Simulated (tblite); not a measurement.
A tight-binding relaxation on `CC(=S)/C=C1[C]=C/1` [radical].

Computed with GFN2-xTB geometry optimisation, gas phase (tblite 0.8.0). Start geometry: from a force field or distance geometry. The command runs a driver script over a list of jobs; the input below is this job's line of settings and its coordinates in Å.

Command:
```bash
OMP_NUM_THREADS=1 python probes_run.py task.json out
```

Input:
```
{"job": {"kind": "relax", "xc": "GFN2-xTB", "basis": "xTB"}, "charge": 0, "multiplicity": 2}
C     -1.291700    -0.311800     0.687500
C     -1.007100     0.707700    -0.368900
S     -2.216000     1.651100    -0.879700
C      0.328100     0.891200    -0.946400
C      1.353200     0.145200    -0.548700
C      2.721900    -0.329600    -0.530000
C      1.869500    -0.916400     0.289800
H     -1.058600     0.089500     1.716000
H     -0.567000    -1.159100     0.546000
H     -2.335800    -0.703100     0.633700
H      0.483800     1.626700    -1.691600
H      1.720900    -1.692200     1.066300
```

Output:
```
step      E/eV     max force
  0    -500.88359    2.098
  1    -501.06075    1.463
  2    -501.10030    1.073
  3    -501.13379    0.472
  4    -501.15521    0.366
  5    -501.16159    0.279
  6    -501.16574    0.160
  7    -501.16763    0.124
  8    -501.16893    0.121
  9    -501.16976    0.081
... (53 lines left out)
 63    -501.19257    0.014
 64    -501.19259    0.018
 65    -501.19263    0.024
 66    -501.19267    0.023
 67    -501.19271    0.020
 68    -501.19275    0.022
 69    -501.19279    0.019
 70    -501.19282    0.017
 71    -501.19284    0.012
 72    -501.19285    0.008
```

«max force» is the largest atomic force in eV/Å.

From which step on does the largest force stay under 0.1 eV/Å, and how much energy is left to gain from there?

From step 48 (0.039 eV/Å), 1.5 meV above the end.

In short: energy lowered by 7.1 kcal/mol over 72 steps; largest atomic force 0.008 eV/Å at the end.

Where do the atoms end?

0.238 Å rms from the input after alignment:
```
atom  x, y, z in Å
C1    -1.2722   -0.3844    0.6135
C2    -0.9844    0.6900   -0.3877
S3    -2.2410    1.6828   -0.8684
C4     0.3030    0.8664   -0.8862
C5     1.3642    0.0929   -0.4992
C6     2.6892   -0.4316   -0.6737
C7     1.9279   -0.8224    0.3966
H8    -0.7836   -0.1454    1.5587
H9    -0.8891   -1.3426    0.2634
H10   -2.3418   -0.4682    0.7879
H11    0.4751    1.6460   -1.6140
H12    1.7538   -1.3841    1.2830
```

Hardware: one thread, Arm Neoverse V1 (aarch64), on a shared host. Cost: 0.42 s wall.
Labels such as C1 count atoms from 1, the log's own numbers from 0.
